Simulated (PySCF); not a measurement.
Coordinates in bohr (charge 0 multiplicity 2):
```
Tl    0.0000    0.0000   -0.2692
F     3.6057    0.0000    1.2534
F    -3.6057    0.0000    1.2534
```

Computed with PySCF, UPBE0, basis Tl def2-TZVP with ECP60, F def2-TZVP (scalar-relativistic core potentials, no spin–orbit coupling, density fitting).

This geometry of TlF2 is a stationary point at this level.

(1) What is the point group?

(2) Is it a minimum?

(3) What are the dipole moment and the gap between the highest occupied and lowest empty levels of either spin?

(4) Give the ideal-gas entropy at 298.15 K and 1 bar by parts.

(5) What is the atomisation energy, with and without zero-point energy?

Answers

(1) C2v.

(2) Yes: all harmonic wavenumbers are real.

(3) 2.42 D and 3.08 eV.

(4) translation 177.4, rotation 96.9, vibration 23.5, spin 5.8; total 303.6 J/(mol K).

(5) 635 kJ/mol without, 629 kJ/mol with.

Only a few start shapes were tried, so a lower isomer may exist. No spin–orbit coupling is included, which matters more the heavier the element.
